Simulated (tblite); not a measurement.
Task: Give a GFN2-xTB geometry of InChI=1S/C2H6ClPSi2/c1-2-5-4-6-3/h1,4H,5-6H2.

Result: 
```xyz
12
C2H6ClPSi2 angstrom
C      2.4925   -1.1934    0.1257
C      1.8753   -0.1611    0.0906
Si     0.8662    1.3883   -0.0273
P     -1.1139    1.0057   -1.0248
Si    -1.9702   -0.6423    0.2079
Cl    -2.5470    0.1703    1.9578
H      3.0458   -2.0881    0.1700
H      1.5788    2.3516   -0.8725
H      0.6114    1.8899    1.3250
H     -0.6289    0.1656   -2.0069
H     -3.1556   -1.1463   -0.4831
H     -1.0533   -1.7408    0.5115
```

Orientation and origin are arbitrary. Atoms count from 1 in this order. Si3 (SiH2 silicon) is distorted tetrahedral (angles from 106.5° to 113.1°). Si5 (chlorine-bound silicon) is distorted tetrahedral (angles from 107.0° to 115.4°). P4 (three-coordinate phosphorus) is pyramidal (angles 102.6°, 96.3° and 94.5°, sum 293.4°, 0.91 Å off the plane of its three neighbours). The P–Si distances run from 2.229 Å (P4–Si5, drawn single) to 2.250 Å (Si3–P4, drawn single), a spread of 0.021 Å.

Bonds between heavy atoms (Å): C1≡C2 1.203, C2–Si3 1.853, Si3–P4 2.250, P4–Si5 2.229, Si5–Cl6 2.014.

Structure optimised with GFN2-xTB, isolated species.

Point group: C1 (no symmetry element, even within 0.4 Å). Its GFN2-xTB frequencies are all real (lowest 20 cm⁻¹). One conformer, not necessarily the lowest (C2–Si3–P4–Si5 55°, Si3–P4–Si5–Cl6 73°).

All values are computed, not measured.
